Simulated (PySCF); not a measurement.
Te(F)4 anion (F4Te), SMILES F[Te](F)(F)F (connectivity only; charge and spin as stated), charge -1, multiplicity 2. Atoms are numbered in the order given.

```xyz
5

Te     0.0000     0.0000     0.3449
F      0.0000    -1.2730    -1.2311
F      2.0506     0.0000     0.2347
F      0.0000     1.2730    -1.2311
F     -2.0506     0.0000     0.2347
```
Charge -1, spin multiplicity 2.

Geometry: B3LYP-D3(BJ)/def2-SVPD. The spin state was assumed, not searched. The isomer is the one that the SMILES or the coordinates give; other isomers of the formula were not compared. The def2 effective core potentials stand for the cores of Te; spin–orbit coupling is left out.

All values below come from PBE/def2-SVPD in PySCF.

Isolated molecule, no solvent. A positive occupied level means that this level leaves the electron formally unbound; only the finite basis holds it.

Computed frontier levels, dipole moment and polarisability:
| Quantity | Result |
|---|---|
| α spin, highest occupied and lowest empty level | 0.27 and 1.99 eV |
| β spin, highest occupied and lowest empty level | -3.05 and 1.27 eV |
| dipole moment about the centre of nuclear charge | 0.683 e·Å |
| mean static polarisability | 62.5 bohr³ (9.26 Å³) |
| polarisability, principal values | 58.7, 64.1, 64.6 bohr³ |
| ⟨S²⟩ | 0.752 (pure state 0.75) |
